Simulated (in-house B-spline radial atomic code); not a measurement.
Results of a calculation; reference values are marked as such.
# Building a PAW d channel for Ti, r_c = 2.67 bohr

Ti, [Ar] 3d2 4s2, non-relativistic PBE, spherical and spin-unpolarised, from a B-spline radial code for spherical atoms (atomic units; all potentials screened as in the neutral atom).

Two all-electron partial waves φ1, φ2 are integrated outwards at E1 = ε(3d) = -0.162276 and E2 = E1 + 1 hartree; φ1 is the bound orbital and φ2 has unit norm inside r_c = 2.6709 bohr. Smooth partners are polynomials, r^3(a0 + a1 r² + a2 r⁴ + a3 r⁶), matched to φ and three derivatives at r_c, with no condition on the norm. The local potential is -3.06339 + (1.00603) r² + (-0.137473) r⁴ + (0.00674329) r⁶ inside 2.2309 bohr and the all-electron one outside.

```csv
wave,φ(r_c),φ'(r_c),a0,a1,a2,a3
1,0.3678645,-0.195652,0.212801,-0.06029615,0.006336466,-0.0002363984
2,1.034938,0.1135635,0.07042508,0.01447664,-0.003563539,0.000170696
```

Inside r_c the overlaps are <φi φj> = [[0.87612, -0.12213], [-0.12213, 1.00000]] and, for the smooth waves, [[0.25405, 0.37909], [0.37909, 0.66721]]. With χj = (Ej − T − V_local) applied to smooth wave j, the program's quadrature gives the matrix B_ij = <smooth i, χj> as [[-0.15940, 0.28177], [-0.21945, 0.33085]].

(1) Check the match of the first wave, and find the augmentation charges q_ij.

(2) B isn't symmetric. Show that D_ij = B_ij + Ej q_ij is.

Solving (T + V_local + Σ p D p) ψ = E (1 + Σ p q p) ψ in a sphere of 9 bohr, whose wall lifts the free-atom level a little, gives these levels:

```csv
all-electron,one projector,two projectors
-0.162217,-0.162217,-0.162217
0.103685,0.114994,0.104205
0.375352,0.431498,0.376501
0.794481,0.945323,0.794509
1.343590,1.642000,1.350670
```

(3) What does the second projector gain?

Answers

(1) At r_c the four terms are 4.05459, -8.19554, 6.14399, -1.63517, which sum to 0.3679, φ1(r_c) to rounding. q_ij is the all-electron overlap less the smooth one: [[0.62206, -0.50123], [-0.50123, 0.33279]]. The smooth first wave has a norm of 0.2541 inside r_c against 0.8761, and q11 > 0 puts back the missing charge.

(2) Integrating by parts gives B12 − B21 = (E1 − E2) q12: 0.28177 − (-0.21945) = 0.50122, and −1 × (-0.50123) = 0.50123. So D12 = 0.28177 + (0.837724)(-0.50123) = -0.13812 and D21 = -0.21945 + (-0.162276)(-0.50123) = -0.13812; D11 = -0.26035, D22 = 0.60963. The projectors, p = (B⁻¹)ᵀ χ, are dual to the smooth waves; det B = 0.0091.

(3) With one projector the errors are 0.00, +11.31, +56.15, +150.84, +298.41 millihartree. With two the errors are 0.00, +0.52, +1.15, +0.03, +7.08 millihartree. The scattering is exact at E1 and at E2 = 0.838, and over all levels compared the largest error is 7.1 millihartree. The lowest eigenvalue of the overlap operator is 1 with one and 0.9254 with two projectors. The smooth orbital alone needs a cutoff of 5.51 hartree for 1 millihartree of kinetic energy, against 17.5 for a norm-conserving Troullier-Martins orbital of the same radius; part of the gain comes from giving up the norm, part from the simpler form.
